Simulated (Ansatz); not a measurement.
Abstraction of Cl: MgCl2 + SbCl2 → MgCl + SbCl3

Species: MgCl2 `[Cl][Mg][Cl]`, singlet; SbCl2 `[Cl][Sb][Cl]`, doublet; MgCl, doublet; SbCl3 (antimony trichloride) `[Cl][Sb]([Cl])[Cl]`, singlet. A radical takes Cl: the energy is the difference in strength between the Mg–Cl bond broken and the Sb–Cl bond made.

Shapes, held fixed at every level: PBE0-D4/def2-TZVP. Programs: Ansatz 0.2.0. The zero-point and thermal change to 298 K, harmonic and unscaled (PBE0-D4/def2-TZVP), is -0.5 kJ/mol.

```
                level                   kind  ΔH(298 K) (kJ/mol)  less CCSD(T)/def2-TZVPP  CPU time (sum over the molecules)
          HF/def2-SVP           Hartree–Fock              +160.1                    +29.1                                  –
    PBE-D4/def2-TZVPP                    GGA              +105.7                    -25.3                               15 s
 r2SCAN-D4/def2-TZVPP               meta-GGA              +122.7                     -8.3                               37 s
   PBE0-D4/def2-TZVPP          global hybrid              +116.7                    -14.3                               20 s
r2SCAN0-D4/def2-TZVPP          global hybrid              +130.5                     -0.5                               40 s
    B2PLYP/def2-TZVPP          double hybrid              +131.1                     +0.1                               32 s
   CCSD(T)/def2-TZVPP  coupled cluster or CI              +131.0                      0.0                            2.5 min
```

The highest level, CCSD(T)/def2-TZVPP, gives ΔH(298 K) = +131.0 kJ/mol; the levels span +105.7 to +160.1. The column of differences is taken from that level and isn't an error. No measured value is set beside it here. Open shells run unrestricted unless RO is named. For atoms past krypton def2 sets carry core potentials with scalar relativity. Correlated rows may include outer-core shells of Mg, Sb, which these sets cover unevenly. Times are processor times on shared x86 and Arm servers, and rough.
